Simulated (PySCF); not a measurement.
A side-by-side comparison of computed properties.

First species: C7H12FPSi.
Geometry (GFN2-xTB, Å), atoms numbered from 1 in this order:
```xyz
22
C7H12FPSi angstrom
C      5.0100   -0.5105    1.3408
C      3.8325   -0.1371    0.5943
C      2.8308    0.1611   -0.0097
P      1.4292    0.6335   -0.9532
C      0.1756    0.0034   -0.0077
F      0.4503   -0.6621    1.1505
Si    -1.6787    0.1378   -0.4176
C     -1.8124    1.0303   -2.0911
C     -2.3950   -1.6261   -0.4991
C     -2.5277    1.1316    0.9696
H      4.9606   -1.5667    1.6059
H      5.0712    0.0795    2.2557
H      5.9039   -0.3333    0.7426
H     -1.3745    2.0223   -2.0465
H     -2.8493    1.1412   -2.3907
H     -1.3007    0.4811   -2.8749
H     -1.9536   -2.1982   -1.3099
H     -2.2043   -2.1648    0.4243
H     -3.4694   -1.6073   -0.6541
H     -3.5982    1.2007    0.8022
H     -2.3746    0.6605    1.9359
H     -2.1362    2.1427    1.0311
```

Second species: C₆H₁₁FSSi₂.
SMILES: `CC#C[Si@@H](S[SiH3])[C@H]1C[C@H]1F`

Levels: PBE0/pcSseg-1 for dipole moment, HOMO energy, LUMO energy and HOMO–LUMO gap; GFN2-xTB for rotational constant A and rotational constant C. Geometries: GFN2-xTB. Each species is one conformer at its optimised geometry, gas phase, non-relativistic unless stated; the electronic structure was computed with PySCF and density fitting.

The conformers computed, where there is a choice (atom-mapped SMILES and torsion angles):
- `[CH3:1][C:2]#[C:3]/[P:4]=[C:5](\[F:6])[Si:7]([CH3:8])([CH3:9])[CH3:10]`: P4–C5–Si7–C8 2°
- `[CH3:1][C:2]#[C:3][Si@@H:4]([S:5][SiH3:6])[C@H:7]1[CH2:8][C@H:9]1[F:10]`: C3–Si4–S5–Si6 -57°, C3–Si4–C7–C8 19°

Problem. Which of the two has the higher dipole moment, and by how much?

Solution. The second: 2.37 D against 0.55 D, a difference of 1.82 D.

Problem. Which has the higher HOMO–LUMO gap?

Solution. The second: 6.86 eV against 4.81 eV, a difference of 2.05 eV.

Problem. Which of the two has the higher LUMO energy, and by how much?

Solution. The second: -0.29 eV against -1.81 eV, a difference of 1.52 eV.

Problem. Which of the two has the higher HOMO energy, and by how much?

Solution. The first: -6.62 eV against -7.15 eV, a difference of 0.53 eV.

Problem. Which of the two has the higher rotational constant A, and by how much?

Solution. The first: 1.931 GHz against 0.900 GHz, a difference of 1.031 GHz.

Problem. Which of the two has the higher rotational constant C, and by how much?

Solution. The first: 0.409 GHz against 0.385 GHz, a difference of 0.024 GHz.

On the first: The dipole matches unit charges of opposite sign 0.11 Å apart (1 e·Å = 4.8032 D).

On the second: A dipole of 2.37 D is allowed in C1, and pure rotational transitions are dipole-allowed. The dipole matches unit charges of opposite sign 0.49 Å apart (1 e·Å = 4.8032 D).
